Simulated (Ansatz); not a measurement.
C$_{2}$H$_{6}$AlN, SMILES `C[C](=N)[AlH2]` at its PBE0-D4/def2-TZVP geometry, where that method's forces vanish. Charge 0, multiplicity 1.

```csv
atom,x (Å),y (Å),z (Å)
C1,-0.571,0.106,1.375
C2,0.186,0.342,0.103
N3,0.928,1.382,0.037
Al4,0.110,-0.851,-1.482
H5,-1.647,0.060,1.180
H6,-0.367,0.898,2.098
H7,-0.298,-0.862,1.810
H8,1.398,1.450,-0.869
H9,1.016,-0.346,-2.686
H10,-0.756,-2.179,-1.568
```

Q: For each bond, give half the difference of the two atoms' forces along it (eV/Å; positive pushes the atoms apart) under PBE-D4, r2SCAN-D4, B3LYP-D4, ωB97M-V in def2-TZVPP. (Best estimate.)

A: Computed: 
```json
{"bond": "C1–C2", "length (Å)": "1.498", "PBE-D4": "-0.13", "r2SCAN-D4": "0.03", "B3LYP-D4": "0.14", "ωB97M-V": "0.24"}
{"bond": "C1–H5", "length (Å)": "1.095", "PBE-D4": "0.11", "r2SCAN-D4": "-0.01", "B3LYP-D4": "-0.06", "ωB97M-V": "-0.09"}
{"bond": "C1–H6", "length (Å)": "1.092", "PBE-D4": "0.12", "r2SCAN-D4": "-0.04", "B3LYP-D4": "-0.06", "ωB97M-V": "-0.09"}
{"bond": "C1–H7", "length (Å)": "1.095", "PBE-D4": "0.11", "r2SCAN-D4": "-0.01", "B3LYP-D4": "-0.06", "ωB97M-V": "-0.09"}
{"bond": "C2–N3", "length (Å)": "1.279", "PBE-D4": "0.63", "r2SCAN-D4": "0.37", "B3LYP-D4": "0.13", "ωB97M-V": "0.02"}
{"bond": "C2–Al4", "length (Å)": "1.986", "PBE-D4": "-0.12", "r2SCAN-D4": "-0.11", "B3LYP-D4": "-0.01", "ωB97M-V": "-0.04"}
{"bond": "N3–H8", "length (Å)": "1.023", "PBE-D4": "0.21", "r2SCAN-D4": "-0.01", "B3LYP-D4": "-0.07", "ωB97M-V": "-0.06"}
{"bond": "Al4–H9", "length (Å)": "1.588", "PBE-D4": "0.08", "r2SCAN-D4": "-0.02", "B3LYP-D4": "-0.08", "ωB97M-V": "-0.12"}
{"bond": "Al4–H10", "length (Å)": "1.588", "PBE-D4": "0.04", "r2SCAN-D4": "-0.02", "B3LYP-D4": "-0.08", "ωB97M-V": "-0.11"}
```

B3LYP here is the variant with VWN-RPA as its local correlation; programs differ in this.
